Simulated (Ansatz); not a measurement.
C$_{2}$H$_{6}$BFS, SMILES `BCSCF`, relaxed with RKS PBE-D4/def2-SVP in the Gaussian-basis code of Ansatz from a rough embedded geometry. The force threshold is 0.03 eV/Å; the program also tests the step.

The species carries charge 0 and has multiplicity 1.

Start:

```xyz
11

B    -1.818   -0.466    1.052
C    -0.603   -0.417    0.070
S     0.506    0.882    0.621
C     1.753    0.726   -0.661
F     1.227    1.002   -1.914
H    -2.003    0.229    1.950
H    -2.705   -1.281    0.825
H    -0.085   -1.347    0.089
H    -0.974   -0.199   -0.919
H     2.076   -0.409   -0.666
H     2.626    1.282   -0.446
```

| step | energy (eV) | largest force (eV/Å) | largest move (Å) |
| --- | --- | --- | --- |
| 1 | -16380.0102 | 3.617 | 0.000 |
| 2 | -16380.3240 | 1.072 | 0.089 |
| 3 | -16380.3247 | 0.649 | 0.085 |
| 4 | -16380.3675 | 0.143 | 0.088 |
| 5 | -16380.3704 | 0.130 | 0.050 |
| 6 | -16380.3728 | 0.090 | 0.052 |
| 7 | -16380.3731 | 0.182 | 0.196 |
| 8 | -16380.3771 | 0.223 | 0.198 |
| 9 | -16380.3818 | 0.056 | 0.075 |
| 10 | -16380.3826 | 0.029 | 0.025 |

End:

```xyz
11

B    -1.893   -0.465    1.023
C    -0.549   -0.477    0.239
S     0.711    0.733    0.760
C     1.768    0.681   -0.705
F     1.132    1.151   -1.842
H    -2.242    0.492    1.690
H    -2.646   -1.413    0.892
H    -0.120   -1.494    0.099
H    -0.914   -0.165   -0.777
H     2.103   -0.363   -0.903
H     2.650    1.318   -0.475
```

It took 9.5 s on 4 threads of an Arm Neoverse V2 on a shared host, with 0.16 GiB of host memory at the peak.
